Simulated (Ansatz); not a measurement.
Reaction (ligand exchange at the Si–S bond): `F[Si](F)(Cl)S[SiH2]Cl` + `N[SiH2][SiH3]` → `[SiH3][SiH2]N[SiH2]Cl` + `F[Si](F)(S)Cl`

Isolated molecules relaxed with PBE0-D4/def2-TZVP in Ansatz; ΔE leaves out vibrations. CBS: MP2 limit from def2 TZ/QZ plus the TZ coupled-cluster correction, frozen cores. This one scheme is used for every species. DFT in def2-TZVPP. B3LYP here is the variant with VWN-RPA as its local correlation; programs differ in this. Each species was taken in one conformer, which may not be the lowest.

`F[Si](F)(Cl)S[SiH2]Cl`:

Z-matrix (Å, degrees):
```
Si
F 1 1.579
Cl 1 2.015 2 108.1
F 1 1.575 2 107.9 3 -116.6
S 1 2.099 2 111.0 3 125.6
Si 5 2.141 1 100.0 2 -32.1
Cl 6 2.044 5 112.0 1 -59.8
H 6 1.475 5 111.1 1 61.0
H 6 1.477 5 103.8 1 -177.7
```

`N[SiH2][SiH3]`:

```xyz
10

N     0.410    1.710   -0.331
Si   -0.348    0.227   -0.776
Si    0.130   -1.378    0.860
H     0.275    2.079    0.596
H     0.474    2.457   -1.005
H     0.211   -0.182   -2.093
H    -1.834    0.286   -0.947
H    -0.271   -0.872    2.204
H     1.582   -1.698    0.900
H    -0.630   -2.630    0.593
```

`[SiH3][SiH2]N[SiH2]Cl`:

```xyz
13

Si    1.684   -0.326   -1.053
Si    0.305   -1.222    0.615
N    -0.918   -0.079    1.090
Si   -1.384    1.346    0.276
Cl   -2.689    1.010   -1.288
H     2.444    0.853   -0.561
H     2.650   -1.391   -1.438
H     0.899    0.066   -2.254
H     1.128   -1.593    1.800
H    -0.304   -2.485    0.106
H    -1.549   -0.392    1.816
H    -0.180    1.963   -0.322
H    -2.086    2.249    1.214
```

`F[Si](F)(S)Cl`:

Z-matrix (Å, degrees):
```
Si
F 1 1.575
S 1 2.095 2 106.6
F 1 1.577 2 107.6 3 120.6
Cl 1 2.020 2 109.4 3 -123.8
H 3 1.345 1 92.5 2 -175.9
```

Problem. Is it downhill or uphill in electronic energy at CCSD(T)/CBS, and by how much? (Best estimate.)

Solution. Ansatz gave: Downhill: ΔE = -2.6 kcal/mol.

Problem. What do these levels give: PBE0-D4, B3LYP-D4, ωB97X-V, ωB97M-V, r2SCAN, HF/def2-TZVPP, MP2/def2-TZVPP, SCS-MP2/def2-TZVPP, CCSD/def2-TZVPP, CCSD(T)/def2-TZVPP, HF/CBS(def2), MP2/CBS(def2)? (An estimate is asked.)

Solution. Computed: PBE0-D4 -1.0, B3LYP-D4 -2.2, ωB97X-V -2.5, ωB97M-V -2.6, r2SCAN -1.6, HF/def2-TZVPP -4.5, MP2/def2-TZVPP -2.6, SCS-MP2/def2-TZVPP -3.4, CCSD/def2-TZVPP -4.0, CCSD(T)/def2-TZVPP -3.6, HF/CBS(def2) -4.7, MP2/CBS(def2) -1.7 kcal/mol.

Largest T1 diagnostic among the species: 0.011.

In def2-TZVPP, CCSD(T) changes the Hartree–Fock value by +0.9 kcal/mol (the triples alone add +0.4 kcal/mol) and MP2 by +1.8 kcal/mol.
